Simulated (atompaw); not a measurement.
# europium: one change to a PAW (atompaw) potential, before and after

atompaw 4.2.0.5 input, output lines left out:

```
Eu 63
GGA-PBE scalarrelativistic loggrid 2001 logderivrange -6 5 276
6 6 5 4 0 0
6 0 1
6 1 0
5 2 0
4 3 7
0 0 0
c
c
c
c
v
v
c
c
c
v
v
c
c
v
v
3
2.75 2.65 2.25 1.95
n
n
y
0.5
n
y
0.45
n
custom polynom gramschmidtortho besselshape
4 0 troulliermartins
1.55
2.35
2.05
2.75
2.10
2.10
1.15
1.15
```

Change: wave 4f (bound): rc 1.15 bohr becomes 4f (bound): rc 2.04 bohr.

Cutoffs: the cutoffs (Ry, on a coarse ladder) from which the occupation-weighted sum of valence levels, in a spherical-Bessel basis at the reference potential, stays within 10 and 1 mRy of its value at 400 Ry; they do not see the model core or the augmentation charge, which bear on the density cutoff.

Q: What does the change do?

A: The potential gets softer (160 Ry and 230 Ry → 30 Ry and 60 Ry); neither file shows a bound ghost.

| quantity | base | changed |
| --- | --- | --- |
| cutoff, loose | 160 Ry | 30 Ry |
| cutoff, tight | 230 Ry | 60 Ry |
| loose cutoff by channel (10 mRy a level) | s 21 Ry, p 15 Ry, f 90 Ry | s 21 Ry, p 15 Ry, f 25 Ry |
| bound ghosts | none | none |
| s: phases at 2.76 bohr within 0.05 rad from the reference energy up to (Ry; the scan ends near 5) | 2.3 | 2.3 |
| p: phases at 2.76 bohr within 0.05 rad from the reference energy up to (Ry; the scan ends near 5) | 0.8 | 0.8 |
| d: phases at 2.76 bohr within 0.05 rad from the reference energy up to (Ry; the scan ends near 5) | to the end of the scan | to the end of the scan |
| f: phases at 2.76 bohr within 0.05 rad from the reference energy up to (Ry; the scan ends near 5) | to the end of the scan | to the end of the scan |
| lowest overlap eigenvalue by channel | s 0.50, p 0.64, d 1.00, f 0.99 | s 0.50, p 0.64, d 1.00, f 0.56 |

 The cutoffs see the waves, projectors and local potential, not the compensation charge or the core.
